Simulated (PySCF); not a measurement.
Work out the structure from these simulated measurements.

Elements present: C, H, N, O and Si. Monoisotopic mass: 127.0453 u.

- Dipole: 3.85 D [PBE0/def2-SVPD]
- Rotational structure: rotational constants A, B, C: 2.842, 0.983, 0.897 GHz [GFN2-xTB]
- UV, first state: lowest singlet excitation: 4.94 eV (251 nm, f = 0.001) [TDDFT PBE0/def2-SVPD]
- 13C NMR: chemical shifts (computed TMS as zero) by class: 155.0 (1 C), 82.2 (1 C), 80.4 (1 C), 38.2 (1 C), 15.6 (1 C) ppm [GIAO PBE0/pcSseg-1]
- Triplet: lowest triplet excitation (Tamm–Dancoff): 4.43 eV [TDA PBE0/def2-SVPD]
- UV, strongest line: among the 6 lowest singlet transitions: S3 at 5.98 eV (207 nm, f = 0.104) [TDDFT PBE0/def2-SVPD]
- Polarisability: 96.4 au [PBE0/def2-SVPD]
- NMR, other nuclei: isotropic shieldings of nuclei other than C and H, by class: 117 (1 N), -86 (1 O), 423 (1 Si) ppm [GIAO PBE0/pcSseg-1]

The electronic properties come from PySCF, for the isolated species, density fitting. Levels stand in brackets. The structure is a single GFN2-xTB conformer in the gas phase; no vibrational or solvent corrections. NMR values are class means; diastereotopic atoms form classes of their own.

Q: Which formula fits the mass and the elements?

A: C5H9NOSi (calculated 127.0453). No other formula that holds each of these elements comes within 0.0003 u with a fitting electron parity and a possible valence count.

Q: Give a SMILES that accounts for the data.

A: Numbering: `[CH:1]#[C:2][C:3](=[O:4])[NH:5][CH2:6][CH2:7][SiH3:8]`. Its formula, C5H9NOSi, gives 3 degrees of unsaturation: 0 rings and 3 π bonds in the structure found. 5 carbons fall into 5 classes; from least to most shielded: amide carbonyl carbon [C3] (155.0 ppm), alkyne carbon [C2] (82.2 ppm), terminal alkyne carbon [C1] (80.4 ppm), sp3 carbon bound to nitrogen [C6] (38.2 ppm), sp3 carbon bound to silicon [C7] (15.6 ppm). The other shieldings belong to: 117 ppm, amide nitrogen [N5]; -86 ppm, amide oxygen [O4]; 423 ppm, SiH3 silicon [Si8]. S1 is mainly HOMO−1→LUMO (weight 0.81); the largest Löwdin shares of the orbital it empties are 0.59 on the amide oxygen, 0.10 on the alkyne carbon, 0.09 on the terminal alkyne carbon and 0.08 on the amide nitrogen, of the orbital it fills 0.23 on the terminal alkyne carbon, 0.21 on the amide carbonyl carbon, 0.18 on the alkyne carbon and 0.17 on the amide oxygen. The optimised geometry has point group C1 and is an asymmetric top. Structure: `C(CNC(C#C)=O)[SiH3]`. Computed isomers that give other values at the same levels: `[H]/N=C(\C(C)=O)[C@H]1C[SiH2]1` (smallest rotational constant: 1.091 GHz; this holds for the one conformer computed); `C=CC[C@@H](C#N)O[SiH3]` (13C chemical shifts (computed TMS as zero) by class: 143.5 (1 C), 125.1 (1 C), 123.2 (1 C), 66.3 (1 C), 48.1 (1 C) ppm); `CCO[SiH2]/C=C/C#N` (13C chemical shifts (computed TMS as zero) by class: 159.0 (1 C), 124.4 (1 C), 122.7 (1 C), 63.3 (1 C), 20.4 (1 C) ppm). The assignments are read from this structure; whether some other isomer fits the data as well wasn't checked.

Conformer computed: `[CH:1]#[C:2][C:3](=[O:4])[NH:5][CH2:6][CH2:7][SiH3:8]`: C2–C3–N5–C6 175°, C3–N5–C6–C7 -101°, N5–C6–C7–Si8 59°.
